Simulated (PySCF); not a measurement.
**NiH under electron impact: the energy ladder**

CCSD(T) in PySCF with def2-TZVPPD on every atom, for the lowest determinant that a PBE0 search found; no spin–orbit coupling.

```csv
species,state (unpaired electrons),Re (Å),ωe (cm⁻¹),energy of the minimum from the neutral (eV),De (eV),dissociates to
NiH,doublet (δ ↑),1.454,1975,0.00,2.99,Ni (3d8 4s2) + H
NiH⁺,"triplet (σ ↑, δ ↑)",1.469,1999,8.40,1.68,Ni⁺ (3d9) + H
```

Problem. Work out the lowest energy to break NiH into atoms, from its vibrational ground state.

Solution. D0 = De − ωe/2 = 2.99 − 0.12 = 2.87 eV (CCSD(T)/def2-TZVPPD).

Problem. Work out the ionisation energy of the Ni atom at this level and the threshold of dissociative ionisation.

Solution. IE(Ni) = 8.40 + 1.68 − 2.99 = 7.09 eV, so Ni⁺ (3d9) + H + e⁻ appears at D0 + IE(Ni) = 9.96 eV (CCSD(T)/def2-TZVPPD). The measured IE(Ni) is 7.64 eV (NIST ASD).

These are thermodynamic thresholds; the onsets seen under electron impact lie higher where the geometry changes, and cross-sections peak well above them.

Correlated steps freeze 5 core orbitals. For an ion De counts to the pair picked by the measured ionisation energies or electron affinities, which need not be the lowest pair at this level. The CCSD T1 diagnostic is raised in NiH, NiH⁺, a sign that a single reference may not be enough there. With d or f electrons several states lie close, and the lowest PBE0 determinant need not be the measured ground state.
